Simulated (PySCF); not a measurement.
## Energy of Zr²⁺ (zirconium, charge +2) between two integer charges

The 4d alpha orbital of [Kr] 4d2 is emptied in steps (occupation f), with all orbitals relaxed, ending at [Kr] 4d1. Computed with PySCF 2.14 in aug-cc-pVTZ-PP with ECP28MDF (6s6p5d3f2g, 88 functions), with a scalar-relativistic core potential. The exact energy is a straight line in f; departures are measured from the line between the end points of the same method.

| f | PBE0 (eV) | r2SCAN (eV) | LC-wPBE (eV) |
| --- | --- | --- | --- |
| 1 | 0.000 | 0.000 | 0.000 |
| 0.75 | -0.703 | -0.920 | -0.172 |
| 0.5 | -0.938 | -1.227 | -0.227 |
| 0.25 | -0.704 | -0.917 | -0.169 |
| 0 | 0.000 | 0.000 | 0.000 |

| method | E(f=0) − E(f=1) (eV) | −ε at f=1 (eV) | −ε at f=0.5 (eV) |
| --- | --- | --- | --- |
| PBE0 | 23.320 | 19.581 | 23.318 |
| r2SCAN | 23.330 | 18.436 | 23.337 |
| LC-wPBE | 23.222 | 22.302 | 23.230 |

Orbital energy along the path (eV):

```json
{"f": "1", "PBE0": "-19.581", "r2SCAN": "-18.436", "LC-wPBE": "-22.302"}
{"f": "0.75", "PBE0": "-21.440", "r2SCAN": "-20.872", "LC-wPBE": "-22.767"}
{"f": "0.5", "PBE0": "-23.318", "r2SCAN": "-23.337", "LC-wPBE": "-23.230"}
{"f": "0.25", "PBE0": "-25.199", "r2SCAN": "-25.795", "LC-wPBE": "-23.679"}
{"f": "0", "PBE0": "-27.061", "r2SCAN": "-28.180", "LC-wPBE": "-24.110"}
```

Reference removal energy between the ground levels: 23.170 eV (semi-empirical (NIST evaluation); NIST Atomic Spectra Database, ionization energies). The calculation has no spin-orbit coupling.
